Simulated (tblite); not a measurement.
Parent: `[F:1]/[C:2]([SiH3:3])=[CH:4]\[CH2:5][SiH3:6]` with C2–C4–C5–Si6 94°, C3H9FSi2.

Structures optimised with GFN2-xTB, isolated species. One conformer each, not checked by frequencies here.

| coordinate of the parent | value |
| --- | --- |
| F1–C2 | 1.372 Å |
| C2–Si3 | 1.885 Å |
| C2=C4 | 1.330 Å |
| C4–C5 | 1.482 Å |
| C5–Si6 | 1.915 Å |
| F1–C2–Si3 | 113.6° |
| F1–C2–C4 | 117.8° |
| Si3–C2–C4 | 128.6° |
| C2–C4–C5 | 125.7° |
| C4–C5–Si6 | 110.1° |

Problem. How does the shared frame change in `[F:1]/[C:2]([SiH3:3])=[CH:4]/[CH2:5][SiH2:6][S:7][SiH3:8]` with C2–C4–C5–Si6 -102°, C4–C5–Si6–S7 177°, C5–Si6–S7–Si8 66°, C3H11FSSi3? Atoms pair as F1 = F1, C2 = C2, Si3 = Si3, C4 = C4, C5 = C5, Si6 = Si6 (parent first).

Solution. 
| parent | relative | value in the relative | change |
| --- | --- | --- | --- |
| F1–C2 | F1–C2 | 1.369 Å | -0.003 |
| C2–Si3 | C2–Si3 | 1.893 Å | +0.008 |
| C2=C4 | C2=C4 | 1.328 Å | -0.002 |
| C4–C5 | C4–C5 | 1.481 Å | -0.001 |
| C5–Si6 | C5–Si6 | 1.910 Å | -0.005 |
| F1–C2–Si3 | F1–C2–Si3 | 113.7° | +0.1 |
| F1–C2–C4 | F1–C2–C4 | 116.8° | -1.0 |
| Si3–C2–C4 | Si3–C2–C4 | 129.5° | +0.9 |
| C2–C4–C5 | C2–C4–C5 | 124.1° | -1.6 |
| C4–C5–Si6 | C4–C5–Si6 | 109.8° | -0.3 |

Of the parent's bonds, C2–Si3 changes most (+0.008 Å). Bonds of the relative outside the shared frame: Si6–S7 2.150, S7–Si8 2.149 Å. Point group C1 → C1.

Problem. How does the shared frame change in `[F:1]/[C:2]([SiH3:3])=[CH:4]\[CH2:5][SiH2:6][SH:7]` with C2–C4–C5–Si6 90°, C4–C5–Si6–S7 -179°, C5–Si6–S7–H 54°, C3H9FSSi2? Atoms pair as F1 = F1, C2 = C2, Si3 = Si3, C4 = C4, C5 = C5, Si6 = Si6 (parent first).

Solution. 
| parent | relative | value in the relative | change |
| --- | --- | --- | --- |
| F1–C2 | F1–C2 | 1.370 Å | -0.002 |
| C2–Si3 | C2–Si3 | 1.887 Å | +0.002 |
| C2=C4 | C2=C4 | 1.329 Å | -0.001 |
| C4–C5 | C4–C5 | 1.485 Å | +0.003 |
| C5–Si6 | C5–Si6 | 1.909 Å | -0.006 |
| F1–C2–Si3 | F1–C2–Si3 | 113.7° | +0.1 |
| F1–C2–C4 | F1–C2–C4 | 117.4° | -0.4 |
| Si3–C2–C4 | Si3–C2–C4 | 128.8° | +0.2 |
| C2–C4–C5 | C2–C4–C5 | 125.0° | -0.7 |
| C4–C5–Si6 | C4–C5–Si6 | 109.7° | -0.4 |

Of the parent's bonds, C5–Si6 changes most (-0.006 Å). Bonds of the relative outside the shared frame: Si6–S7 2.153 Å. Point group C1 → C1.

All values are computed, not measured.
